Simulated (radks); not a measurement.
Question: Ne2+, 8 electrons, occupied as [He] 2p6 2s(up 0, down 0) (not the ground configuration). Method: non-relativistic Kohn-Sham, BLYP, spin-polarised, spherical densities, point nucleus; computed with a radial shooting solver on a logarithmic mesh with Libxc functionals. Some entries of the table are withheld. Estimate them.

| orbital | occ. | eigenvalue (hartree) | <r^2> (bohr^2) |
|---|---|---|---|
| 1s | 2 | -32.33016 | 0.03368 |
| 2s | 0 | (1) | (2) |
| 2p | 6 | -1.99705 | (3) |

Answer: 
(1) 2s eigenvalue (hartree): -2.84952
(2) 2s <r^2> (bohr^2): 0.8356
(3) 2p <r^2> (bohr^2): 0.8529
